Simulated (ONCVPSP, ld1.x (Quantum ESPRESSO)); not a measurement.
Pseudopotentials across the periodic table

Generated with ld1.x 7.5 (TM, RRKJ, ultrasoft, PAW), atompaw 4.2 or ONCVPSP 4.0.1. The cutoff is in Ry: for ld1.x and atompaw files where the sum of valence levels is converged to 10 mRy in a Bessel basis, for ONCV files where the hardest occupied wave has 1 mHa per electron of residual kinetic energy. The error is the largest all-electron minus pseudo excitation energy over each file’s own four to seven test configurations (ionisations up to +4, promotions, holes and added fractions of an electron), all of which were solved. The labels leave out finer settings (local radius, basis sizes, second energies), which also bear on the numbers. Spin-polarised tests are not counted. The rows are a selection from randomly drawn settings: files with unsolved tests, undetermined cutoffs or missed reference levels are left out.

A true bound ghost makes a file unfit for plane-wave use even where its test errors are small: the radial tests pick states by their node count and pass the ghost by.

| element | potential | cutoff (Ry) | largest error (meV) | bound ghosts |
| --- | --- | --- | --- | --- |
| Cl | TM, PBE, scalar-relativistic, rc 1.10/0.95/0.90 (spd), local smoothed, core correction no, reference 3s2 3p4.5 | 140 | +603 | none |
| In | ONCV, LDA (Perdew-Zunger), fully relativistic, rc 1.70/2.25 (sp), local smoothed, core correction yes, reference 5s2 5p1, qcut 6.1/3.7, projectors 3/2 | 25 | -340 | s |
| Sn | ultrasoft, LDA (PZ), scalar-relativistic, rc 1.85/2.40/1.15 (spd), local smoothed, core correction yes, reference 4d10 5s1 5p3 | 100 | -71 | s, p |
| Ce | ONCV, LDA (Perdew-Zunger), fully relativistic, rc 3.75/1.90/3.10/1.70 (spdf), local smoothed, core correction yes, reference 4f1 5p6 5d1 6s2, qcut 1.4/4.4/4.6/10.3, projectors 2/2/2/1 | 93 | +80 | s |
| W | ONCV, LDA (Perdew-Zunger), scalar-relativistic, rc 2.00/1.20/1.80/0.65 (spdf), local smoothed, core correction no, reference 4f14 5s2 5p6 5d4 6s1.5, qcut 4.5/8.2/6.2/25.6, projectors 2/2/2/2 | 569 | -12 | s, p, d |

Fill in the row for Sb: ONCV, PBE, scalar-relativistic, rc 1.40/1.55/1.40/1.25 (spdf), local smoothed, core correction no, reference 4s2 4p6 4d10 5s1 5p4, qcut 8.7/7.5/11.5/8.8, projectors 2/2/2/1.

cutoff 90 Ry, largest error -9.5 meV, bound ghosts: none.

Fill in the row for Pt: ONCV, PW91, non-relativistic, rc 1.55/1.25/2.20/0.90 (spdf), local f, core correction yes, reference 4f14 5s2 5p6 5d9 6s0.5, qcut 5.9/6.6/7.6/23.1, projectors 3/1/2/0.

cutoff 405 Ry, largest error +1.0 meV, bound ghosts: s, p.
